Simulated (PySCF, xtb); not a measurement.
C4H5BO2, SMILES OB(OC=C)C#C.

GFN2-xTB (xtb) at its own geometry gives an orbital gap of 4.41 eV and a dipole moment of 1.43 D.

Geometry optimised at TPSSh-D3(BJ)/def2-SVP. The structure was generated by enumeration, and PubChem lists no compound with its InChIKey, so it may never have been made. Other conformers were not sampled.

Question: What does PBE/def2-TZVP (PySCF) give? (Estimate from the structure and the level; the computed values follow.)

Answer: gap 4.11 eV (levels -5.97 and -1.86 eV), dipole 1.39 D.
